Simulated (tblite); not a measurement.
Compound: C₇H₁₁PS.
Numbering: `[CH3:1][c:2]1[s:3][cH:4][p:5][c:6]1[CH:7]([CH3:8])[CH3:9]` (hydrogens: H10, H11, H12 on C1; H13 on C4; H14 on C7; H15, H16, H17 on C8; H18, H19, H20 on C9)

Computed with GFN2-xTB (tblite), gas phase: L-BFGS steps from a force-field or distance-geometry start until the largest atomic force falls under 0.01 eV/Å.

Geometry at step 12:
```
atom  x, y, z in Å
C1      1.7332    1.7140    0.6871
C2      1.4970    0.3790    0.0530
S3      2.9661   -0.4588   -0.3404
C4      2.1904   -1.8456   -0.9922
P5      0.4837   -1.8950   -0.9910
C6      0.3433   -0.2792   -0.2471
C7     -1.0569    0.2469   -0.0585
C8     -1.6133   -0.1414    1.3197
C9     -1.9572   -0.3372   -1.1531
H10     2.6960    2.1003    0.3435
H11     0.9447    2.4144    0.4197
H12     1.7802    1.6062    1.7742
H13     2.8218   -2.6189   -1.3903
H14    -1.0184    1.3403   -0.1364
H15    -2.0395   -1.1447    1.2906
H16    -2.3896    0.5610    1.6060
H17    -0.8494   -0.1393    2.0950
H18    -1.4540   -0.3397   -2.1192
H19    -2.8829    0.2191   -1.2584
H20    -2.2003   -1.3706   -0.9049
```

**Question.** Give the atomic forces at this geometry.

**Answer.** 
```tsv
atom	Fx (eV/Å)	Fy (eV/Å)	Fz (eV/Å)
C1	-0.093	-0.113	-0.079
C2	0.012	-0.139	-0.020
S3	-0.093	-0.306	-0.159
C4	-0.193	0.041	0.047
P5	0.649	-0.072	0.027
C6	0.019	-0.028	-0.040
C7	0.079	-0.023	0.040
C8	0.008	0.019	0.042
C9	-0.012	0.087	0.014
H10	-0.179	0.037	0.080
H11	0.010	0.020	0.107
H12	-0.096	0.098	-0.099
H13	0.045	-0.015	0.046
H14	-0.088	-0.038	-0.002
H15	0.062	0.082	-0.022
H16	-0.118	-0.038	0.060
H17	0.075	0.135	-0.093
H18	0.015	0.128	-0.005
H19	-0.085	0.080	0.110
H20	-0.016	0.046	-0.054
```

The largest, 0.65 eV/Å, acts on P5; the rms over all components is 0.120 eV/Å. The forces sum to zero within rounding, as they must for an isolated molecule in no field.

**Question.** Give the force on P5 in Eh/bohr and in nN.

**Answer.** 0.654 eV/Å ÷ 51.422 = 0.01271 Eh/bohr, and 0.654 eV/Å × 1.602 = 1.05 nN.

**Question.** How far is this geometry from the end of the optimisation?

**Answer.** 0.171 eV above it, and 0.350 Å rms away after alignment. The bonds farthest from their final lengths, with half the difference of the two atoms' forces along the bond (positive lengthens):

```
  bond  now (Å)  final (Å)  force along bond (eV/Å)
 C4–P5    1.707      1.700                    -0.42
 C7–C9    1.533      1.526                    +0.02
 C7–C8    1.536      1.530                    +0.01
C1–H10    1.093      1.087                    -0.04
 S3–C4    1.717      1.712                    -0.16
C1–H12    1.093      1.089                    -0.02
```

The angle farthest from its final value is C1–C2–C6, 131.2° against 126.6°.

Hardware: Arm Neoverse N1, one thread, on a shared host.
